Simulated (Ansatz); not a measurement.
C6H3F3 (`Fc1ccc(F)c(F)c1`), one more setting.

```yaml
crystal:
  periodic: [false, false, false]
  atoms:
    - {symbol: F, position_ang: [2.493890, -0.690732, 0.830002]}
    - {symbol: C, position_ang: [1.272406, -0.346846, 0.410803]}
    - {symbol: C, position_ang: [1.134105, 0.312060, -0.793874]}
    - {symbol: C, position_ang: [-0.139166, 0.663615, -1.217917]}
    - {symbol: C, position_ang: [-1.235179, 0.354170, -0.440478]}
    - {symbol: F, position_ang: [-2.462863, 0.686329, -0.836630]}
    - {symbol: C, position_ang: [-1.068625, -0.308645, 0.766349]}
    - {symbol: F, position_ang: [-2.136826, -0.598445, 1.502061]}
    - {symbol: C, position_ang: [0.188813, -0.667544, 1.206991]}
    - {symbol: H, position_ang: [2.009339, 0.543856, -1.386111]}
    - {symbol: H, position_ang: [-0.294223, 1.181417, -2.156142]}
    - {symbol: H, position_ang: [0.315327, -1.184535, 2.148945]}
basis:
  gaussian: {orbitals: def2-SVP}
hamiltonian: {xc: {name: B3LYP5}}
scf: {lower_state_search: off}
output: {forces: true}
```

```sh
$ ansatz run in.yaml --threads 4 --pin off --events-out ev --progress --plain --max-ram 11315MiB
```

Shortened log:

```
Functional definition: B3LYP5
1415 factors; integrals over basis functions are off by at most 1.3e-3 eV
mean field evaluation 1: about -14396.6127 eV, gradient 5.1e1 eV
mean field evaluation 2: about -14394.8888 eV, gradient 5.6e1 eV
mean field evaluation 4: about -14402.7851 eV, gradient 3.4e0 eV
mean field evaluation 8: about -14403.1155 eV, gradient 6.9e-1 eV
mean field evaluation 16: about -14403.1164 eV, gradient 5.0e-4 eV
mean field -14403.11636395 eV, -529.3047635923 hartree, gradient 8.2e-6 eV, S^2 0.000000; 0 other end points of the search recorded, 0 dependent functions left out
reference -14403.11655754 eV, -529.3047707064 hartree; 33, 33 occupied and 108, 108 virtual orbitals, 1415 factors
Total energy: -14403.11655754 eV, -529.3047707064 hartree
Atom 0 at     2.493890    -0.690732     0.830002 Å, force     0.218993    -0.056294     0.065091 eV/Å
Atom 1 at     1.272406    -0.346846     0.410803 Å, force     0.534501    -0.156720     0.195198 eV/Å
Atom 2 at     1.134105     0.312060    -0.793874 Å, force     0.145727     0.101694    -0.216404 eV/Å
Atom 3 at    -0.139166     0.663615    -1.217917 Å, force     0.055698     0.122917    -0.239568 eV/Å
Atom 4 at    -1.235179     0.354170    -0.440478 Å, force    -0.405712     0.140457    -0.188215 eV/Å
Atom 5 at    -2.462863     0.686329    -0.836630 Å, force    -0.258279     0.063210    -0.070885 eV/Å
Atom 6 at    -1.068625    -0.308645     0.766349 Å, force    -0.297660    -0.136834     0.309689 eV/Å
Atom 7 at    -2.136826    -0.598445     1.502061 Å, force    -0.245019    -0.050965     0.139796 eV/Å
Atom 8 at     0.188813    -0.667544     1.206991 Å, force    -0.007057    -0.097227     0.182757 eV/Å
Atom 9 at     2.009339     0.543856    -1.386111 Å, force     0.285805     0.061673    -0.167234 eV/Å
Atom 10 at    -0.294223     1.181417    -2.156142 Å, force    -0.068292     0.161786    -0.289566 eV/Å
Atom 11 at     0.315327    -1.184535     2.148945 Å, force     0.041294    -0.153697     0.279340 eV/Å
Dipole moment:     0.207920     0.061885    -0.153421 e Å
Checks for a lower state left out: stability, starts, cluster_reference, orbital_swaps, neighbouring_geometries, increment
```

It took 1.9 s on 4 threads of an Arm Neoverse V1 on a shared host, with 0.31 GiB of host memory at the peak.
